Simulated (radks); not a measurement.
The antimony ion Sb+ inside a hard spherical wall (all orbitals vanish at R), configuration held at [Kr] 4d10 5s2 5p2 and not refilled when levels cross. All-electron calculation, scalar-relativistic Kohn-Sham, LDA (Slater exchange, Perdew-Wang correlation), spin-polarised, spherical densities, finite nucleus; open shells are filled with parallel spins first (spin-orbit coupling, left out, can overturn this in heavy ions); Fermi nuclear charge, rms radius 4.6802 fm. Program: a radial shooting solver on a logarithmic mesh with Libxc functionals. Eigenvalues in eV for spin up, with the zero of energy where the potential of the charges vanishes at infinity; a dash marks a level that is unbound or too diffuse for the functional's potential to be trusted. A positive occupied level is held by the wall or, in an anion where self-interaction has pushed it up, behind a barrier. The pressure on the wall is -dE/dV.

R (bohr)  E (hartree)  kinetic (hartree)    e(4p)    e(4d)    e(5s)    e(5p)  e(6s, empty)  e(5d, empty)  pressure (GPa)
free      -6475.49649           6770.529  -110.15  -42.126  -21.441  -12.735        -4.757        -3.767               0
20        -6475.49649           6770.529  -110.15  -42.126  -21.441  -12.735        -4.757        -3.767        < 0.0001
15        -6475.49649           6770.529  -110.15  -42.126  -21.441  -12.735        -4.755        -3.765        < 0.0001
12        -6475.49649           6770.529  -110.15  -42.126  -21.441  -12.735        -4.725        -3.748        < 0.0001
10        -6475.49647           6770.529  -110.14  -42.125  -21.440  -12.734        -4.588        -3.677        0.000622
8         -6475.49602           6770.534  -110.12  -42.097  -21.419  -12.710        -3.902        -3.354          0.0285
7         -6475.49404           6770.554  -110.03  -42.012  -21.354  -12.631        -2.830        -2.863           0.191
6         -6475.48413           6770.635  -109.72  -41.713  -21.127  -12.333        -0.326        -1.732            1.29
4         -6475.19463           6772.203  -105.99  -38.130  -17.732   -7.554        22.210         8.422            71.7
3.5       -6474.80707           6773.942  -103.09  -35.387  -14.273   -2.821        39.958        16.544             222
2         -6462.71730           6819.222  -66.637    1.810   61.924   88.320        284.04        133.83           17800
